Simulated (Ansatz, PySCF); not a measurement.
Another site gives an ion 0.75 eV lower (`[NH2+]=C=O`) at the level frozen-core CCSD(T)/cc-pVTZ // M06-2X/def2-TZVP (Ansatz, a quantum-chemistry and plane-wave program).

Delta-SCF ions had no search for a lower state. Excitations are Tamm–Dancoff values on a coarser integration grid. The basis has no diffuse functions, so Rydberg states are missing or too high.

## CH₂NO, SMILES `C(=N)=[OH+]` (not the most basic site) (charge 1, multiplicity 1)

Level of theory: M06-2X/def2-TZVP (PySCF).

The HOMO is -18.71 eV and the LUMO comes out as -5.66 eV. The HOMO–LUMO gap is 13.05 eV, the S1 excitation (TDA) comes out as 7.62 eV and the S1 oscillator strength is 0.000. The T1 excitation (TDA) comes out as 7.35 eV, the S1–T1 gap (TDA) is 0.27 eV and the vertical ionisation energy (Delta-SCF) is 20.42 eV. The adiabatic ionisation energy (no zero-point term) is 20.10 eV and the hole reorganisation energy (four-point) is 17.51 kcal/mol. The total energy is -4597.26 eV and the cost is about 4 core-minutes (a rough figure).

```xyz
5

N      1.0799     0.0983     0.0821
C     -0.0296    -0.0259    -0.1315
O     -1.2129    -0.1765    -0.4695
H      2.0657     0.2099     0.2775
H     -1.8914    -0.1152     0.2363
```
Charge +1, spin multiplicity 1.
